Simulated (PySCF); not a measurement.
NICS in rings of unrelated molecules.

NICS is the negative of the GIAO shielding at a point without a nucleus: at the ring centre (0) and 1 Å above and below it (1); zz is the component along the ring normal. Level: GIAO PBE0/pcSseg-1 (PySCF, non-relativistic, gas phase) on the GFN2-xTB geometries, one conformer each. Atom numbers follow the mapped SMILES.

Question: Order these rings by mean NICS(1)zz, lowest (most negative) first (ppm).
A. ring C4–C5–C6–C8–S9 in `[O:1]=[C:2]([Cl:3])[c:4]1[cH:5][c:6]([Cl:7])[cH:8][s:9]1`
B. ring C3–C4–C5–C6–N7–C8 in `[SiH3:1][SiH2:2][C:3]1=[CH:4][CH2:5][CH2:6][NH:7][CH2:8]1`
C. ring C3–C4–C5–C6–C8–C9 in `[CH2:1]=[CH:2][C:3]1=[CH:4][CH2:5][C:6]([F:7])=[CH:8][CH2:9]1`
D. ring N3–C4–P5–C6–C9 in `[CH3:1][CH2:2][n:3]1[cH:4][p:5][c:6]([C:7]#[N:8])[cH:9]1`
E. ring C2–C4–C5 in `[F:1][C@:2]1([Cl:3])[CH:4]=[C:5]1[CH2:6][Cl:7]`
F. ring C4–C5–C6–C7–C8–C9 in `[F:1][CH2:2][CH2:3][c:4]1[cH:5][cH:6][cH:7][cH:8][cH:9]1`
G. ring C3–C4–C5–C6–C7–C9 in `[CH3:1][CH2:2][c:3]1[cH:4][cH:5][cH:6][c:7]([F:8])[cH:9]1`

Answer: F (-29.1), G (-27.6), D (-26.5), A (-22.9), E (-14.6), C (1.9), B (3.1).

```tsv
SMILES	ring	NICS(0)	NICS(1)	NICS(1)zz	HOMA	rms pucker (Å)	ring atoms with four or more neighbours
FCCc1ccccc1	6-membered carbocycle; formal bonds all aromatic	-8.7	-11.5	-29.1	1.00	0.00	0
CCc1cccc(F)c1	6-membered carbocycle; formal bonds all aromatic	-10.3	-11.3	-27.6	0.99	0.00	0
CCn1cpc(C#N)c1	5-membered ring with N and P; formal bonds all aromatic	-13.2	-11.1	-26.5	0.82	0.00	0
O=C(Cl)c1cc(Cl)cs1	5-membered ring with S; formal bonds all aromatic	-12.4	-10.7	-22.9	0.88	0.00	0
F[C@]1(Cl)C=C1CCl	3-membered carbocycle; formal bonds 1 double, 2 single	-28.4	-8.8	-14.6	–	0.00	1
C=CC1=CCC(F)=CC1	6-membered carbocycle; formal bonds 2 double, 4 single	-0.2	-1.5	1.9	–	0.00	2
[SiH3][SiH2]C1=CCCNC1	6-membered ring with N; formal bonds 1 double, 5 single	1.4	-1.2	3.1	–	0.19	3
```

NICS(0) gives another order. The isotropic NICS(1) gives the same order. Over the 4 rings with a HOMA value its correlation coefficient with NICS(1)zz is -0.62. HOMA uses Krygowski's 1993 parameters; it is left out where a ring has a four-coordinate atom, a triple bond, no multiple bond or a kind of bond without parameters. NICS(1) and NICS(1)zz are means over the two faces.
